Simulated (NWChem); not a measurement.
Species: BHCl cation

```xyz
3

B      0.0000     0.0000    -1.1313
Cl     0.0000     0.0000     0.4684
H      0.0000     0.0000    -2.3068
```
Atoms are numbered in this order, from 1.

Results from NWChem. Medium grid unless said otherwise, to which SCAN and Minnesota functionals are sensitive. Geometry: optimised at B3LYP/6-31G* (spherical d).

For level M05-2X/def2-TZVP:

```yaml
highest occupied level (eV): -19.91
orbital gap (eV): 11.80
```

Problem. What are these values for level B3PW91/def2-TZVP?

Solution. 
| Quantity | Result |
|---|---|
| highest occupied level (eV) | -18.35 |
| orbital gap (eV) | 8.79 |
